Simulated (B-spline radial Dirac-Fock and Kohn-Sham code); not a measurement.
**Binding energies of Yb⁴⁺ at several levels of theory**

System: the Yb⁴⁺ ion, configuration 1s2 2s2 2p6 3s2 3p6 3d10 4s2 4p6 4d10 4f12 5s2 5p6.

The density-functional columns are spherical, spin-unpolarised Dirac-Kohn-Sham results without Breit or QED terms: −ε is minus the orbital energy of the initial state and ΔSCF the difference of two total energies. The reference in the last column comes from ΔSCF Dirac-Fock with Breit, self-energy and vacuum polarisation, finite nucleus, configuration average. All numbers are from a radial atomic solver, in eV; a selection of levels is shown. The Kohn-Sham columns are given as differences from the reference. For the 1s level of heavy atoms much of the gap between ΔSCF and the reference is the Breit and QED part, -290.1 eV here; for other levels the error of the functional can be larger.

| level | PBE −ε − DF | PBE ΔSCF − DF | LDA −ε − DF | LDA ΔSCF − DF | Dirac-Fock |
| --- | --- | --- | --- | --- | --- |
| 1s | -183.7 | +333.3 | -237.3 | +278.2 | 61388.8 |
| 2s | -146.0 | -51.7 | -153.5 | -58.9 | 10556.6 |
| 2p1/2 | -106.8 | +14.0 | -110.2 | +10.8 | 10040.3 |
| 2p3/2 | -118.7 | -12.8 | -120.8 | -14.8 | 9005.2 |
| 3s | -75.8 | -47.8 | -77.9 | -49.8 | 2467.1 |
| 3p1/2 | -60.7 | -30.7 | -61.5 | -31.4 | 2241.2 |
| 3p3/2 | -60.1 | -32.6 | -60.6 | -32.9 | 2018.4 |
| 3d3/2 | -39.8 | -6.8 | -39.6 | -6.6 | 1638.8 |
| 3d5/2 | -40.8 | -8.7 | -40.6 | -8.4 | 1591.3 |
| 4s | -39.3 | -25.6 | -40.2 | -26.5 | 555.2 |
| 4p1/2 | -32.5 | -18.9 | -32.9 | -19.3 | 463.0 |
| 4p3/2 | -32.6 | -19.4 | -33.1 | -19.9 | 412.4 |
| 4d3/2 | -20.9 | -8.0 | -20.9 | -8.0 | 260.1 |
| 4d5/2 | -21.0 | -8.2 | -21.0 | -8.2 | 250.9 |
| 4f | -7.7 | +3.8 | -7.3 | +4.2 | 64.77 |
| 5s | -11.4 | -2.6 | -11.0 | -2.3 | 114.7 |
| 5p1/2 | -6.4 | +1.7 | -6.1 | +2.1 | 85.18 |
| 5p3/2 | -6.4 | +1.4 | -6.1 | +1.7 | 77.83 |

Values without a named source are computed, but for edge energies of neutral atoms, which are taken from tables.
